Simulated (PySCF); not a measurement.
## Core-level binding energies of (F2B-mu-SH)2

Compound: (F2B-mu-SH)2.
Bonds: B1–F2, B1–F3, B1–S4, B1–S8, S4–B5, B5–F6, B5–F7, B5–S8. Hydrogens: H9 on S4; H10 on S8.

Method: delta-SCF UKS SCAN, pcX-2 on the ionised atom, pcseg-1 elsewhere, spin-free X2C (PySCF). Vertical ΔSCF values, vacuum level as zero.

**Question.** Give the core binding energies atom by atom.

**Answer.** 
```json
{"atom(s)": "B1/B5", "bonded to": "2 F and 2 S", "level": "B 1s", "binding energy (eV)": "199.65", "count": "2"}
{"atom(s)": "F2/F3/F6/F7", "bonded to": "B", "level": "F 1s", "binding energy (eV)": "693.19", "count": "4"}
{"atom(s)": "S4/S8", "bonded to": "H and 2 B", "level": "S 1s", "binding energy (eV)": "2478.67", "count": "2"}
```

**Question.** Which photon wavelength matches the F 1s of F2 (atom 2)/F3/F6/F7 threshold?

**Answer.** λ = hc/E = 12398.42 eV Å / 693.19 eV = 17.886 Å.

One atom of each set of topologically equivalent atoms was ionised and stands for the set; in this conformer not all members are related by symmetry, and their own values weren't computed. Not every level is listed. The structure is a single PBE0-D3(BJ)/def2-SVP conformer in the gas phase; no vibrational or solvent corrections.
